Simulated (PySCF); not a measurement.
Molecule: `BC#CC=C`, C4H5B.

Atoms are numbered as in `[BH2:1][C:2]#[C:3][CH:4]=[CH2:5]`. Hydrogens are named by the atom that carries them. Ha(C5) is cis to C3; Hb(C5) is trans to C3.

Geometry PBE0-D3(BJ)/def2-SVP throughout; GIAO in PySCF 2.14.0 with density-fitted response routines, gas phase, one conformer, non-relativistic; equivalent atoms averaged; functional PBE0.

Task: How do the shifts δ (against BF3·OEt2, TMS at the same level) depend on the basis set? (ppm; last column core-seconds on shared hosts with different chips, so compare them loosely)

Result: 
```
    basis set  functions    B1     C5     C3     C4     C2  H(B1)  Ha(C5)  H(C4)  Hb(C5)  core-s
     pcSseg-0         55  70.6  158.0  157.6  131.2  118.1   7.89    6.78   6.68    6.63     5.9
       6-31G*         80  61.1  137.4  135.8  114.6   99.0   6.88    6.31   6.36    6.17     8.6
      cc-pVDZ         95  64.3  142.6  142.7  120.0  103.3   6.89    6.42   6.44    6.25      11
     def2-SVP         95  64.2  141.6  142.4  119.0  103.1   6.87    6.32   6.34    6.15     9.8
     pcSseg-1        110  65.6  150.2  151.0  126.8  111.9   6.71    6.50   6.48    6.35     6.9
  aug-cc-pVDZ        160  60.2  140.4  139.8  120.3  102.4   6.97    6.59   6.74    6.45      21
6-311+G(2d,p)        165  63.3  146.6  148.9  124.9  109.0   6.81    6.51   6.64    6.31      21
    def2-TZVP        185  64.3  147.9  149.3  126.1  109.6   6.83    6.50   6.63    6.32      26
      cc-pVTZ        220  63.1  147.1  149.0  125.0  109.6   6.69    6.49   6.62    6.34      32
     IGLO-III        225  67.6  151.6  152.7  129.0  111.8   6.76    6.49   6.66    6.32      32
```

Task: Which nucleus moves most, in ppm?

Result: C3 (alkyne carbon): from 135.8 ppm with 6-31G* to 157.6 ppm with pcSseg-0. The smallest spread is 0.40 ppm, at H(C4). Proton shifts span only some 12 ppm, so a few tenths of a ppm matter as much there as several ppm in carbon.

Task: Taking the largest basis, IGLO-III (225 functions), as the yardstick, rank the others by their worst heavy-atom deviation.

Result: pcSseg-1 2.2 ppm (110 functions), def2-TZVP 3.7 ppm (185 functions), cc-pVTZ 4.6 ppm (220 functions), 6-311+G(2d,p) 5.0 ppm (165 functions), pcSseg-0 6.4 ppm (55 functions), cc-pVDZ 10.0 ppm (95 functions), def2-SVP 10.3 ppm (95 functions), aug-cc-pVDZ 12.9 ppm (160 functions), 6-31G* 16.9 ppm (80 functions).

A small basis that lands close on one nucleus may do so by chance; judge by the trend and by all nuclei.
